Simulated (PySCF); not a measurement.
PySCF input (M06-2X/6-31G* (5d)):

```python
from pyscf import gto, dft

mol = gto.M(
    atom='''
    C    -1.53987489    0.03915439    0.09174102
    C    -0.36193975   -0.37539377   -0.77845974
    C     0.96532681   -0.11600465   -0.24776119
    O     1.20764649    0.42101830    0.86771278
    H    -1.54887711   -0.49308341    1.04573096
    H    -1.55404977    1.11655263    0.27192710
    H    -2.47047873   -0.20749115   -0.41510041
    H    -0.37059478    0.09573811   -1.77631676
    H    -0.36563074   -1.44897971   -1.03372118
    H     1.86558377   -0.37963425   -0.80217097
    H     0.40180237    0.66221553    1.37482849
    ''',
    basis='6-31g*',
    charge=1,
    spin=0,
    verbose=4,
)

mf = dft.RKS(mol, xc='m062x')
mf.grids.level = 4
mf.conv_tol = 1e-9
mf.max_cycle = 100
mf.max_memory = 1500
mf.kernel()
if not mf.converged:
    mf = mf.newton()
    mf.kernel(mf.make_rdm1())
mf.dip_moment()
```

Output:

```
PySCF version 2.14.0

[INPUT] verbose = 4
[INPUT] num. atoms = 11
[INPUT] num. electrons = 32
[INPUT] charge = 1
[INPUT] spin (= nelec alpha-beta = 2S) = 0
[INPUT] symmetry False subgroup None
[INPUT] Mole.unit = angstrom
[INPUT] Symbol           X                Y                Z      unit          X                Y                Z       unit  Magmom
[INPUT]  1 C     -1.539874890000   0.039154390000   0.091741020000 AA   -2.909941808195   0.073991073674   0.173365402188 Bohr   0.0
[INPUT]  2 C     -0.361939750000  -0.375393770000  -0.778459740000 AA   -0.683967001094  -0.709391414168  -1.471075707600 Bohr   0.0
[INPUT]  3 C      0.965326810000  -0.116004650000  -0.247761190000 AA    1.824203291600  -0.219217017676  -0.468200793396 Bohr   0.0
[INPUT]  4 O      1.207646490000   0.421018300000   0.867712780000 AA    2.282121121392   0.795609280430   1.639739508985 Bohr   0.0
[INPUT]  5 H     -1.548877110000  -0.493083410000   1.045730960000 AA   -2.926953538508  -0.931792601467   1.976145114379 Bohr   0.0
[INPUT]  6 H     -1.554049770000   1.116552630000   0.271927100000 AA   -2.936728449243   2.109978674363   0.513867744847 Bohr   0.0
[INPUT]  7 H     -2.470478730000  -0.207491150000  -0.415100410000 AA   -4.668528196263  -0.392101446771  -0.784426089095 Bohr   0.0
[INPUT]  8 H     -0.370594780000   0.095738110000  -1.776316760000 AA   -0.700322637393   0.180918807583  -3.356752186875 Bohr   0.0
[INPUT]  9 H     -0.365630740000  -1.448979710000  -1.033721180000 AA   -0.690941961322  -2.738174811952  -1.953449919362 Bohr   0.0
[INPUT] 10 H      1.865583770000  -0.379634250000  -0.802170970000 AA    3.525442387734  -0.717404760005  -1.515883438377 Bohr   0.0
[INPUT] 11 H      0.401802370000   0.662215530000   1.374828490000 AA    0.759296435501   1.251405987134   2.598049314349 Bohr   0.0

nuclear repulsion = 127.667971150269
number of shells = 38
number of NR pGTOs = 136
number of NR cGTOs = 70
basis = 6-31g*
ecp = {}

******** <class 'pyscf.dft.rks.RKS'> ********
method = RKS
initial guess = minao
damping factor = 0
level_shift factor = 0
DIIS = <class 'pyscf.scf.diis.CDIIS'>
diis_start_cycle = 1
diis_space = 8
diis_damp = 0
SCF conv_tol = 1e-09
SCF conv_tol_grad = None
SCF max_cycles = 100
direct_scf = True
direct_scf_tol = 1e-13
XC library pyscf.dft.libxc version 7.1.2
    S. Lehtola, C. Steigemann, M. J. T. Oliveira, and M. A. L. Marques,  SoftwareX 7, 1–5 (2018)
XC functionals = m062x
    Y. Zhao and D. G. Truhlar,  Theor. Chem. Acc. 120, 215 (2008)
    Y. Zhao and D. G. Truhlar,  Theor. Chem. Acc. 120, 215 (2008)
radial grids:
    Treutler-Ahlrichs [JCP 102, 346 (1995); DOI:10.1063/1.469408] (M4) radial grids

becke partition: Becke, JCP 88, 2547 (1988); DOI:10.1063/1.454033
pruning grids: <function nwchem_prune>
grids dens level: 4
symmetrized grids: False
atomic radii adjust function: <function treutler_atomic_radii_adjust>
small_rho_cutoff = 0
Set gradient conv threshold to 3.16228e-05
Initial guess from minao.
tot grids = 224040
init E= -194.210772721336
  HOMO = -0.380243800802291  LUMO = -0.0846203251748778  gap/eV = 8.04432
cycle= 1 E= -193.285997725766  delta_E= 0.925  |g|= 0.525  |ddm|= 2.72
  HOMO = -0.630544243506905  LUMO = -0.327824202331342  gap/eV = 8.23743
cycle= 2 E= -193.278167623331  delta_E= 0.00783  |g|= 0.625  |ddm|= 0.804
  HOMO = -0.631655583077863  LUMO = -0.279938801387481  gap/eV = 9.57070
cycle= 3 E= -193.352101477102  delta_E= -0.0739  |g|= 0.0809  |ddm|= 0.41
  HOMO = -0.631844072529075  LUMO = -0.261007501688658  gap/eV = 10.09098
cycle= 4 E= -193.353258113421  delta_E= -0.00116  |g|= 0.0307  |ddm|= 0.073
  HOMO = -0.628994149510795  LUMO = -0.264461878750761  gap/eV = 9.91943
cycle= 5 E= -193.353464039558  delta_E= -0.000206  |g|= 0.0043  |ddm|= 0.0301
  HOMO = -0.629544008862339  LUMO = -0.264086031112911  gap/eV = 9.94462
cycle= 6 E= -193.353469050211  delta_E= -5.01e-06  |g|= 0.00148  |ddm|= 0.00532
  HOMO = -0.629296960468792  LUMO = -0.263930241953251  gap/eV = 9.94213
cycle= 7 E= -193.353469629821  delta_E= -5.8e-07  |g|= 0.000422  |ddm|= 0.00175
  HOMO = -0.629334176774357  LUMO = -0.264008609608157  gap/eV = 9.94102
cycle= 8 E= -193.353469685517  delta_E= -5.57e-08  |g|= 8.67e-05  |ddm|= 0.000572
  HOMO = -0.629329385257909  LUMO = -0.263998386318505  gap/eV = 9.94116
cycle= 9 E= -193.353469688622  delta_E= -3.1e-09  |g|= 1.78e-05  |ddm|= 0.000169
  HOMO = -0.629328283530461  LUMO = -0.263998403438161  gap/eV = 9.94113
cycle= 10 E= -193.353469688761  delta_E= -1.39e-10  |g|= 7.23e-06  |ddm|= 3.2e-05
  HOMO = -0.629328968968879  LUMO = -0.263998764493247  gap/eV = 9.94114
Extra cycle  E= -193.353469688764  delta_E= -2.84e-12  |g|= 6.19e-06  |ddm|= 1.1e-05
converged SCF energy = -193.353469688764

WARN: System has nonzero charge 1; the dipole moment is origin-dependent.
Location of origin: [0. 0. 0.]

Dipole moment(X, Y, Z, Debye):  0.70936, -0.30587, -0.64103
```

The dipole moment of an ion depends on the origin.

The geometry given is a B3LYP-D3(BJ)/def2-TZVP minimum.
